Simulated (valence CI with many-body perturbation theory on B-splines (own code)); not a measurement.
Forbidden lines of Kr III

Computed by valence CI with perturbative core correlation (CI+MBPT): six valence electrons over a frozen Dirac-Fock core [Ar] 3d10, a basis of 9 s, 9 p, 8 d, 6 f, 3 g, 1 h functions for each j, with the one-electron correlation potential Σ1, the two-electron term Σ2, the three-electron term Σ3, Breit, model QED; selected CI, second order for the rest, scaled by the run's own slope (own B-spline code, finite nucleus).

Against 30 measured levels this calculation errs by 303 cm⁻¹ on average and by 527 at most. Among the levels kept, up to 1700 cm⁻¹ of a level comes from second order outside the variational space, and about a tenth of that is noise between levels of different J, which matters for small intervals.

Lines 1 to 41 of 41 in falling wavelength, among levels below 21.001 eV, chosen from the decays that carry over 1 % of a level's rate. Wavelengths and rates use the calculated energies, so an error of 300 cm⁻¹ moves a line at 2219 nm by 6.7 % and its rate by three times that or more. Electric multipoles are in the length gauge, E1 and E2 with the static RPA response of the core. S is in atomic units (e²a₀⁴ for E2 and M2, e²a₀⁶ for E3), for M1 in squared Bohr magnetons. Weak lines are less certain than strong ones. Lines between different terms over intervals too small for the method are left out, as are lines whose strength nearly cancels.

| λ vac (nm) | λ from measured levels | Upper | Lower | Type | A (s⁻¹) | S (a.u.) |
| --- | --- | --- | --- | --- | --- | --- |
| 14670 | 14410 | 4s²4p³4d ³G°_5 | 4s²4p³4d ³G°_4 | M1 | 5.88e-03 | 7.57e+00 |
| 12470 | 13080 | 4s²4p⁴ ³P_0 | 4s²4p⁴ ³P_1 | M1 | 2.67e-02 | 1.92e+00 |
| 7362 | 7235 | 4s²4p³4d ³F°_4 | 4s²4p³4d ³F°_3 | M1 | 4.83e-02 | 6.43e+00 |
| 2219 | 2308 | 4s²4p³4d ³G°_4 | 4s²4p³4d ³F°_4 | M1 | 1.07e-01 | 3.92e-01 |
| 2205 | 2199 | 4s²4p⁴ ³P_1 | 4s²4p⁴ ³P_2 | M1 | 2.02e+00 | 2.41e+00 |
| 1927 | 1989 | 4s²4p³4d ³G°_5 | 4s²4p³4d ³F°_4 | M1 | 1.66e-01 | 4.85e-01 |
| 1874 | 1882 | 4s²4p⁴ ³P_0 | 4s²4p⁴ ³P_2 | E2 | 2.15e-03 | 4.45e+00 |
| 1428 | 1479 | 4s²4p³4d ¹G°_4 | 4s²4p³4d ³F°_4 | M1 | 6.46e-02 | 6.28e-02 |
| 1362 | 1361 | 4s²4p³4d ³F°_4 | 4s²4p³4d ³D°_3 | M1 | 2.88e-01 | 2.42e-01 |
| 1196 | 1228 | 4s²4p³4d ¹G°_4 | 4s²4p³4d ³F°_3 | M1 | 1.18e-01 | 6.73e-02 |
| 985.3 | 990.5 | 4s²4p⁴ ¹D_2 | 4s²4p⁴ ³P_1 | M1 | 5.45e-01 | 9.66e-02 |
| 843.9 | 856.2 | 4s²4p³4d ³G°_4 | 4s²4p³4d ³D°_3 | M1 | 2.08e-02 | 4.17e-03 |
| 798.0 | 808.2 | 4s²4p³4d ³G°_5 | 4s²4p³4d ³D°_3 | E2 | 8.58e-03 | 2.73e+00 |
| 681.0 | 682.9 | 4s²4p⁴ ¹D_2 | 4s²4p⁴ ³P_2 | M1 | 4.75e+00 | 2.78e-01 |
| 569.8 | 573.6 | 4s²4p³4d ³F°_4 | 4s²4p³4d ⁵D°_4 | M1 | 1.40e+00 | 8.66e-02 |
| 565.7 | 568.5 | 4s²4p³4d ³F°_4 | 4s²4p³4d ⁵D°_3 | M1 | 5.28e-02 | 3.19e-03 |
| 539.0 | 542.4 | 4s²4p⁴ ¹S_0 | 4s²4p⁴ ¹D_2 | E2 | 3.69e+00 | 1.50e+01 |
| 453.4 | 459.4 | 4s²4p³4d ³G°_4 | 4s²4p³4d ⁵D°_4 | M1 | 7.96e-01 | 2.48e-02 |
| 453.4 | 459.4 | 4s²4p³4d ³G°_4 | 4s²4p³4d ⁵D°_4 | E2 | 1.81e-02 | 2.79e-01 |
| 450.8 | 456.2 | 4s²4p³4d ³G°_4 | 4s²4p³4d ⁵D°_3 | M1 | 1.10e-01 | 3.35e-03 |
| 439.8 | 445.2 | 4s²4p³4d ³G°_5 | 4s²4p³4d ⁵D°_4 | M1 | 9.74e-02 | 3.38e-03 |
| 439.8 | 445.2 | 4s²4p³4d ³G°_5 | 4s²4p³4d ⁵D°_4 | E2 | 1.60e-02 | 2.59e-01 |
| 407.3 | 413.4 | 4s²4p³4d ¹G°_4 | 4s²4p³4d ⁵D°_4 | M1 | 7.64e-01 | 1.72e-02 |
| 405.2 | 410.7 | 4s²4p³4d ¹G°_4 | 4s²4p³4d ⁵D°_3 | M1 | 2.13e-01 | 4.74e-03 |
| 348.4 | 350.5 | 4s²4p⁴ ¹S_0 | 4s²4p⁴ ³P_1 | M1 | 5.53e+01 | 8.66e-02 |
| 300.9 | 302.3 | 4s²4p⁴ ¹S_0 | 4s²4p⁴ ³P_2 | E2 | 6.85e-01 | 1.51e-01 |
| 249.3 | 249.1 | 4s²4p³4d ³F°_4 | 4s4p⁵ ³P°_2 | E2 | 4.82e-02 | 3.73e-02 |
| 224.1 | 224.8 | 4s²4p³4d ³G°_4 | 4s4p⁵ ³P°_2 | E2 | 3.79e-01 | 1.72e-01 |
| 212.2 | 213.2 | 4s²4p³4d ¹G°_4 | 4s4p⁵ ³P°_2 | E2 | 2.78e-01 | 9.63e-02 |
| 72.39 | 72.12 | 4s²4p³4d ⁵D°_4 | 4s²4p⁴ ³P_2 | M2 | 1.40e+00 | 2.24e-03 |
| 70.92 | 70.70 | 4s²4p³4d ³F°_4 | 4s²4p⁴ ¹D_2 | M2 | 2.35e+00 | 3.39e-03 |
| 68.72 | 68.60 | 4s²4p³4d ³G°_4 | 4s²4p⁴ ¹D_2 | M2 | 4.06e-02 | 5.00e-05 |
| 67.56 | 67.48 | 4s²4p³4d ¹G°_4 | 4s²4p⁴ ¹D_2 | M2 | 5.88e-01 | 6.65e-04 |
| 67.56 | 67.48 | 4s²4p³4d ¹G°_4 | 4s²4p⁴ ¹D_2 | E3 | 1.93e-01 | 3.56e+02 |
| 64.24 | 64.16 | 4s²4p³4d ³G°_4 | 4s²4p⁴ ³P_1 | E3 | 9.80e-02 | 1.27e+02 |
| 64.23 | 64.07 | 4s²4p³4d ³F°_4 | 4s²4p⁴ ³P_2 | E3 | 1.04e-01 | 1.34e+02 |
| 64.23 | 64.07 | 4s²4p³4d ³F°_4 | 4s²4p⁴ ³P_2 | M2 | 4.76e-02 | 4.18e-05 |
| 62.42 | 62.34 | 4s²4p³4d ³G°_4 | 4s²4p⁴ ³P_2 | E3 | 5.98e-02 | 6.32e+01 |
| 62.42 | 62.34 | 4s²4p³4d ³G°_4 | 4s²4p⁴ ³P_2 | M2 | 5.18e-02 | 3.95e-05 |
| 62.16 | 62.07 | 4s²4p³4d ³G°_5 | 4s²4p⁴ ³P_2 | E3 | 1.94e-01 | 2.43e+02 |
| 61.46 | 61.41 | 4s²4p³4d ¹G°_4 | 4s²4p⁴ ³P_2 | M2 | 1.11e-01 | 7.82e-05 |
